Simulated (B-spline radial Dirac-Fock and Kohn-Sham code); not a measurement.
# Energy-loss ionisation edge M2 of Kr

System: the free krypton atom in the configuration [Ar] 3d10 4s2 4p6. Level of theory: the first Born approximation with generalised oscillator strengths from a Dirac-Hartree-Slater potential (longitudinal and transverse terms; continuum final states only, so no white lines or fine structure); a radial B-spline solver. The edge is taken at 222.2 eV (tabulated value).

Partial cross sections σ(β, Δ) in barn, integrated over a window Δ above the edge and up to the collection semi-angle β, for parallel illumination:

```
E₀ (kV)  β (mrad)  Δ = 25 eV  Δ = 50 eV  Δ = 100 eV  Δ = 200 eV  Δ = 300 eV
     60        10        704       1370        2550        4130        4970
     60        20          ?          ?           ?           ?           ?
     60       100       1460       3010        6180       11400       14800
     80        10        648       1270        2380        3900        4740
     80        50       1120       2300        4700        8450       10700
     80       100       1210       2470        5080        9360       12100
    100        50        993       2040        4160        7530        9600
    120        20        724       1460        2890        4970        6170
    200         5        378        740        1390        2280        2780
    200        50        697       1430        2910        5330        6890
    200       100        705       1440        2940        5400        7020
    300         5        363        715        1350        2250        2780
    300        20        537       1100        2210        3920        4950
    300       100        592       1210        2460        4520        5860
```

Q: Give the row for 60 kV and 20 mrad.

A: 977 b for 25 eV, 1950 b for 50 eV, 3770 b for 100 eV, 6330 b for 200 eV, 7760 b for 300 eV.

Values without a named source are computed, but for edge energies of neutral atoms, which are taken from tables.
